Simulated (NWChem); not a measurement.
All runs are NWChem calculations. System: H5BS, charge 0, spin multiplicity 1, at a geometry optimised with PBE0/def2-SVP. The structure started from a generated list of species. Level: LC-wPBE (omega 0.3 per bohr)/def2-TZVP.

Input file:

```
start mol
memory heap 200 mb stack 800 mb global 1000 mb
geometry units angstroms nocenter noautoz
  B      1.294425    -0.470836     0.000000
  H      1.736544     0.025980    -1.020574
  H      1.736544     0.025980     1.020574
  H      1.170512    -1.679155     0.000000
  S     -0.546786     0.297357     0.000000
  H     -1.183577    -0.388166    -0.978602
  H     -1.183577    -0.388166     0.978602
  symmetry group Cs
end
basis spherical
  * library def2-tzvp
end
dft
  xc xwpbe 1.00 cpbe96 1.0 hfexch 1.00
  cam 0.3 cam_alpha 0.00 cam_beta 1.00
  direct
  iterations 100
end
task dft energy
```

NWChem printed:

```
             Northwest Computational Chemistry Package (NWChem) 7.3.0
             --------------------------------------------------------

                                NWChem Input Module
                                -------------------

 Scaling coordinates for geometry "geometry" by  1.889725989
 (inverse scale =  0.529177249)

 Turning off AUTOSYM since
 SYMMETRY directive was detected!

                             Geometry "geometry" -> ""
                             -------------------------

 Output coordinates in angstroms (scale by  1.889725989 to convert to a.u.)

  No.       Tag          Charge          X              Y              Z
 ---- ---------------- ---------- -------------- -------------- --------------
    1 B                    5.0000     1.29442500    -0.47083600     0.00000000
    2 H                    1.0000     1.73654400     0.02598000    -1.02057400
    3 H                    1.0000     1.73654400     0.02598000     1.02057400
    4 H                    1.0000     1.17051200    -1.67915500     0.00000000
    5 S                   16.0000    -0.54678600     0.29735700     0.00000000
    6 H                    1.0000    -1.18357700    -0.38816600    -0.97860200
    7 H                    1.0000    -1.18357700    -0.38816600     0.97860200

 Effective nuclear repulsion energy (a.u.)      54.2674259617

            Nuclear Dipole moment (a.u.)
            ----------------------------
        X                 Y               Z
 ---------------- ---------------- ----------------
    -0.0000094486     0.0000094486     0.0000000000

      Symmetry information
      --------------------

 Group name             Cs
 Group number              2
 Group order               2
 No. of unique centers     5

      Symmetry unique atoms

     1    2    4    5    6


 Summary of "ao basis" -> "" (spherical)
 ------------------------------------------------------------------------------
       Tag                 Description            Shells   Functions and Types
 ---------------- ------------------------------  ------  ---------------------
 *                         def2-tzvp                  on all atoms

  pbe96 is a nonlocal functional; adding pw91lda local functional.

                                 NWChem DFT Module
                                 -----------------

 Summary of "ao basis" -> "ao basis" (spherical)
 ------------------------------------------------------------------------------
       Tag                 Description            Shells   Functions and Types
 ---------------- ------------------------------  ------  ---------------------
 B                         def2-tzvp                11       31   5s3p2d1f
 H                         def2-tzvp                 4        6   3s1p
 S                         def2-tzvp                13       37   5s5p2d1f

 Summary of "ao basis" -> "ao basis" (spherical)
 ------------------------------------------------------------------------------
       Tag                 Description            Shells   Functions and Types
 ---------------- ------------------------------  ------  ---------------------
 B                         def2-tzvp                11       31   5s3p2d1f
 H                         def2-tzvp                 4        6   3s1p
 S                         def2-tzvp                13       37   5s5p2d1f

      Symmetry analysis of basis
      --------------------------

        a'         63
        a"         35

  int_init: cando_txs set to always be  F

            General Information
            -------------------
          SCF calculation type: DFT
          Wavefunction type:  closed shell.
          No. of atoms     :     7
          No. of electrons :    26
           Alpha electrons :    13
            Beta electrons :    13
          Charge           :     0
          Spin multiplicity:     1
          Use of symmetry is: on ; symmetry adaption is: on
          Maximum number of iterations: 100
          This is a Direct SCF calculation.
          AO basis - number of functions:    98
                     number of shells:    44
          Convergence on energy requested:  1.00D-06
          Convergence on density requested:  1.00D-05
          Convergence on gradient requested:  5.00D-04

              XC Information
              --------------
                     Hartree-Fock (Exact) Exchange  1.000
                     LC-wPBE(h)Exchange Functional  1.000
            Perdew 1991 LDA Correlation Functional  1.000 local
           PerdewBurkeErnz. Correlation Functional  1.000 non-local

           Range-Separation Parameters
           ---------------------------
           Alpha           :  0.00
           Beta            :  1.00
           Gamma           :  0.30
           Short-Range HF  :     F

             Grid Information
             ----------------
          Grid used for XC integration:  medium
          Radial quadrature: Mura-Knowles
          Angular quadrature: Lebedev.
          Tag              B.-S. Rad. Rad. Pts. Rad. Cut. Ang. Pts.
          ---              ---------- --------- --------- ---------
          B                   0.85       49          10.0       434
          H                   0.35       45          10.0       434
          S                   1.00       88           9.0       590
          Grid pruning is: on
          Number of quadrature shells:   272
          Spatial weights used:  Erf1

          Convergence Information
          -----------------------
          Convergence aids based upon iterative change in
          total energy or number of iterations.
          Levelshifting, if invoked, occurs when the
          HOMO/LUMO gap drops below (HL_TOL):  1.00D-02
          DIIS, if invoked, will attempt to extrapolate
          using up to (NFOCK): 10 stored Fock matrices.

                    Damping( 0%)  Levelshifting(0.5)       DIIS
                  --------------- ------------------- ---------------
          dE  on:    start            ASAP                start
          dE off:    2 iters        100 iters           100 iters

      Screening Tolerance Information
      -------------------------------
          Density screening/tol_rho:  1.00D-10
          AO Gaussian exp screening on grid/accAOfunc:  14
          CD Gaussian exp screening on grid/accCDfunc:  20
          XC Gaussian exp screening on grid/accXCfunc:  20
          Schwarz screening/accCoul:  1.00D-08

      Superposition of Atomic Density Guess
      -------------------------------------

 Sum of atomic energies:        -424.51326019

      Non-variational initial energy
      ------------------------------

 Total energy =    -425.307890
 1-e energy   =    -691.638504
 2-e energy   =     212.063188
 HOMO         =      -0.352395
 LUMO         =       0.065424

      Symmetry analysis of molecular orbitals - initial
      -------------------------------------------------

  Numbering of irreducible representations:

     1 a'          2 a"

  Orbital symmetries:

     1 a'          2 a'          3 a'          4 a'          5 a"
     6 a'          7 a'          8 a'          9 a"         10 a'
    11 a'         12 a"         13 a'         14 a'         15 a"
    16 a'         17 a'         18 a"         19 a'         20 a'
    21 a"         22 a'         23 a'

   convergence    iter        energy       DeltaE   RMS-Dens  Diis-err    time
 ---------------- ----- ----------------- --------- --------- ---------  ------
 d= 0,ls=0.0,diis     1   -425.8187550786 -4.80D+02  4.39D-03  7.09D-01     5.5
 d= 0,ls=0.0,diis     2   -425.8623200813 -4.36D-02  1.66D-03  3.32D-02    10.8
 d= 0,ls=0.0,diis     3   -425.8664133802 -4.09D-03  4.73D-04  8.67D-03    16.2
 d= 0,ls=0.0,diis     4   -425.8673742599 -9.61D-04  1.07D-04  1.21D-04    21.5
 d= 0,ls=0.0,diis     5   -425.8673985119 -2.43D-05  5.45D-05  1.36D-05    27.5
  Resetting Diis
 d= 0,ls=0.0,diis     6   -425.8674019783 -3.47D-06  1.26D-05  4.55D-07    32.9
 d= 0,ls=0.0,diis     7   -425.8674021397 -1.61D-07  3.33D-06  3.78D-08    38.9

         Total DFT energy =     -425.867402139713
      One electron energy =     -693.090722929482
           Coulomb energy =      244.344624390469
    Exchange-Corr. energy =      -31.388729562396
 Nuclear repulsion energy =       54.267425961696

 Numeric. integr. density =       25.999993983878

     Total iterative time =     38.4s

                  Occupations of the irreducible representations
                  ----------------------------------------------

                     irrep           alpha         beta
                     --------     --------     --------
                     a'               10.0         10.0
                     a"                3.0          3.0

                       DFT Final Molecular Orbital Analysis
                       ------------------------------------

 Vector   11  Occ=2.000000D+00  E=-4.233761D-01  Symmetry=a'
              MO Center=  4.3D-01,  4.0D-02,  5.0D-15, r^2= 2.7D+00
   Bfn.  Coefficient  Atom+Function         Bfn.  Coefficient  Atom+Function
  ----- ------------  ---------------      ----- ------------  ---------------
    64      0.339383  5 S  px                65     -0.271166  5 S  py
     6     -0.199244  1 B  px                67      0.193824  5 S  px
    68     -0.164915  5 S  py                61      0.147201  5 S  px
     4     -0.132218  1 B  s                 55     -0.124815  5 S  px
     9     -0.122996  1 B  px                33     -0.116744  2 H  s

 Vector   12  Occ=2.000000D+00  E=-3.978082D-01  Symmetry=a"
              MO Center=  1.4D+00, -1.7D-01, -2.2D-14, r^2= 2.0D+00
   Bfn.  Coefficient  Atom+Function         Bfn.  Coefficient  Atom+Function
  ----- ------------  ---------------      ----- ------------  ---------------
     8      0.293467  1 B  pz                11      0.229126  1 B  pz
    33     -0.200187  2 H  s                 39      0.200187  3 H  s
    32     -0.140360  2 H  s                 34     -0.140687  2 H  s
    38      0.140360  3 H  s                 40      0.140687  3 H  s
    14      0.076917  1 B  pz                88      0.058798  6 H  s

 Vector   13  Occ=2.000000D+00  E=-3.879878D-01  Symmetry=a'
              MO Center=  9.3D-01, -6.9D-01,  2.6D-14, r^2= 2.5D+00
   Bfn.  Coefficient  Atom+Function         Bfn.  Coefficient  Atom+Function
  ----- ------------  ---------------      ----- ------------  ---------------
     7      0.271323  1 B  py                45     -0.230217  4 H  s
    65     -0.214709  5 S  py                10      0.209379  1 B  py
    46     -0.166287  4 H  s                 44     -0.162837  4 H  s
    68     -0.142843  5 S  py                53     -0.098642  5 S  s
    62     -0.097963  5 S  py                54     -0.094041  5 S  s

 Vector   14  Occ=0.000000D+00  E= 5.895062D-02  Symmetry=a"
              MO Center= -7.2D-01, -7.2D-03,  2.1D-13, r^2= 3.3D+00
   Bfn.  Coefficient  Atom+Function         Bfn.  Coefficient  Atom+Function
  ----- ------------  ---------------      ----- ------------  ---------------
    69      0.984930  5 S  pz                89      0.946096  6 H  s
    95     -0.946096  7 H  s                 66      0.330814  5 S  pz
    88      0.213349  6 H  s                 94     -0.213349  7 H  s
    14     -0.192642  1 B  pz                63      0.182746  5 S  pz
    57     -0.130678  5 S  pz                87      0.102357  6 H  s

 Vector   15  Occ=0.000000D+00  E= 6.812337D-02  Symmetry=a'
              MO Center= -8.9D-01, -2.8D-01, -2.4D-13, r^2= 4.4D+00
   Bfn.  Coefficient  Atom+Function         Bfn.  Coefficient  Atom+Function
  ----- ------------  ---------------      ----- ------------  ---------------
    54      1.342388  5 S  s                 89     -0.844714  6 H  s
    95     -0.844714  7 H  s                  5     -0.581441  1 B  s
    68     -0.511167  5 S  py                 4      0.422613  1 B  s
    67     -0.363259  5 S  px                12      0.241344  1 B  px
    65     -0.191500  5 S  py                52     -0.180957  5 S  s

 Vector   16  Occ=0.000000D+00  E= 1.135452D-01  Symmetry=a'
              MO Center=  7.1D-01, -2.7D-01,  9.3D-15, r^2= 6.1D+00
   Bfn.  Coefficient  Atom+Function         Bfn.  Coefficient  Atom+Function
  ----- ------------  ---------------      ----- ------------  ---------------
     4      1.445608  1 B  s                  5     -1.448452  1 B  s
    67     -0.835164  5 S  px                54     -0.669108  5 S  s
    12     -0.607824  1 B  px                 9     -0.508516  1 B  px
    46      0.431682  4 H  s                 34      0.412800  2 H  s
    40      0.412800  3 H  s                 13      0.262168  1 B  py

 center of mass
 --------------
 x =  -0.03686914 y =   0.07481712 z =   0.00000000

 moments of inertia (a.u.)
 ------------------
          44.169764860547          45.834241063472           0.000000000000
          45.834241063472         151.054715258340           0.000000000000
           0.000000000000           0.000000000000         166.443456394629

     Multipole analysis of the density
     ---------------------------------

     L   x y z        total         alpha         beta         nuclear
     -   - - -        -----         -----         ----         -------
     0   0 0 0     -0.000000    -13.000000    -13.000000     26.000000

     1   1 0 0     -1.569079     -0.784535     -0.784535     -0.000009
     1   0 1 0      0.099285      0.049638      0.049638      0.000009
     1   0 0 1     -0.000000     -0.000000     -0.000000      0.000000

     2   2 0 0    -18.374955    -50.905109    -50.905109     83.435264
     2   1 1 0      1.841580     12.714500     12.714500    -23.587420
     2   1 0 1     -0.000000     -0.000000     -0.000000      0.000000
     2   0 2 0    -18.322742    -19.241465    -19.241465     20.160189
     2   0 1 1     -0.000000     -0.000000     -0.000000      0.000000
     2   0 0 2    -15.922029    -15.100405    -15.100405     14.278780

 Task  times  cpu:       38.9s     wall:       38.9s

 Total times  cpu:       39.0s     wall:       39.0s
```
